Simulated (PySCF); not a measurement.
NMR data simulated for an unnamed compound:

¹H NMR (400 MHz, computed): δ 4.58 (s, 3H), 2.97 (m, 1H), 2.79 (m, 2H), 1.85 (m, 1H), 1.10 (m, 2H), 1.09 (d, 3H), -0.21 (br s, 1H).

¹³C{¹H} NMR (computed): δ 47.5 (CH), 44.9 (CH2), 26.2 (CH3), 22.4 (CH).

[PySCF 2.14: shielding tensors at PBE0/pcSseg-1 (GIAO); structure optimised with GFN2-xTB; no relativistic terms; one averaged value for each set of equivalent atoms; in vacuum; one computed conformer]

δ = σ(ref) − σ, references computed at the same level: TMS for ¹H and ¹³C.

Question: Which of these does the molecule contain: a ketone, an NH or NH2 group, a vinyl group CH=CH2, an S-methyl group, a Si–H bond?

Answer: 
- A ketone: no.
- An NH or NH2 group: yes (δH -0.21 (br s)).
- A vinyl group CH=CH2: no.
- An S-methyl group: no.
- A Si–H bond: yes (δH 4.58 (s)).

The data belong to `InChI=1S/C5H13NSi/c1-4-2-5(3-4)6-7/h4-6H,2-3H2,1,7H3/t4-,5+`; they needn't prove each group on their own.

Carbon signals by region: 4 below 50 ppm.

The OH or NH signal is concentration- and solvent-dependent in practice; the value given is the gas-phase one. Shifts are as computed. Against solution values, carbons near 30 ppm lie about +3 ppm off and those near 130 ppm about +5 ppm. Of 1211 compounds with measured shifts, 218 miss one by over three times the rms of a fit or turn the order of signals round; such compounds aren't used in these exercises. Multiplicities follow the n + 1 count of equivalent neighbours, as no J values were calculated; m marks all less simple cases, F and P coupling included.
